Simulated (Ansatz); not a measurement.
# Strength of the C–C bond: C2H5Br → CH3 + CH2Br

Species: C2H5Br (bromoethane) `CCBr`, singlet; CH3 (methyl radical) `[CH3]`, doublet; CH2Br `[CH2]Br`, doublet. 

Shapes, held fixed at every level: PBE0-D4/def2-TZVP. Programs: Ansatz 0.2.0. The zero-point and thermal change to 298 K, harmonic and unscaled (PBE0-D4/def2-TZVP), is -28.0 kJ/mol.

```json
{"level": "SPW92/def2-TZVPP", "kind": "LDA", "ΔH(298 K) (kJ/mol)": "+439.7", "less CCSD(T)/def2-TZVPP": "+69.8"}
{"level": "PBE-D4/def2-TZVPP", "kind": "GGA", "ΔH(298 K) (kJ/mol)": "+371.6", "less CCSD(T)/def2-TZVPP": "+1.7"}
{"level": "PBE0-D4/def2-TZVPP", "kind": "global hybrid", "ΔH(298 K) (kJ/mol)": "+368.4", "less CCSD(T)/def2-TZVPP": "-1.5"}
{"level": "wB97X-V/def2-TZVPP", "kind": "range-separated hybrid", "ΔH(298 K) (kJ/mol)": "+379.3", "less CCSD(T)/def2-TZVPP": "+9.4"}
{"level": "MP2/def2-SVP", "kind": "perturbation theory", "ΔH(298 K) (kJ/mol)": "+389.4", "less CCSD(T)/def2-TZVPP": "+19.5"}
{"level": "MP2/def2-TZVPP", "kind": "perturbation theory", "ΔH(298 K) (kJ/mol)": "+391.9", "less CCSD(T)/def2-TZVPP": "+22.0"}
{"level": "CCSD/def2-SVP", "kind": "coupled cluster or CI", "ΔH(298 K) (kJ/mol)": "+363.6", "less CCSD(T)/def2-TZVPP": "-6.3"}
{"level": "CCSD(T)/def2-TZVPP", "kind": "coupled cluster or CI", "ΔH(298 K) (kJ/mol)": "+369.9", "less CCSD(T)/def2-TZVPP": "0.0"}
```

The highest level, CCSD(T)/def2-TZVPP, gives ΔH(298 K) = +369.9 kJ/mol; the levels span +363.6 to +439.7. The column of differences is taken from that level and isn't an error. No measured value is set beside it here. Open shells run unrestricted unless RO is named. Relativity is left out for Br unless named. Correlated rows may include outer-core shells of Br, which these sets cover unevenly.
